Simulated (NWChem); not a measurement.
SrCl₂; SMILES [Sr]([Cl])[Cl]

Program: NWChem. The geometry was optimised at PBE0/def2-SVP. No frequency run checked for a minimum. def2 effective core potentials on Sr; no spin-orbit coupling.

Diagonal of the polarisability tensor at CAM-B3LYP/def2-SVPD, static: 77.47, 49.70, 50.50 bohr³.

**Question.** Find the mean polarisability volume, the molar refraction, and the refractive index that an ideal gas of it would have at 273.15 K and 1 atm.

**Answer.** 
1. Mean: one third of the trace = 59.23 bohr³ × 0.14818 Å³/bohr³ = 8.78 Å³.
2. Molar refraction (Lorentz-Lorenz): (4π/3) N_A α = 22.1 cm³/mol.
3. Number density p/kT = 2.687 × 10⁻⁵ Å⁻³; n − 1 = 2π N α = 14.82 × 10⁻⁴.
4. These hold the electronic response alone: vibrational and orientational terms add to the static dielectric constant.
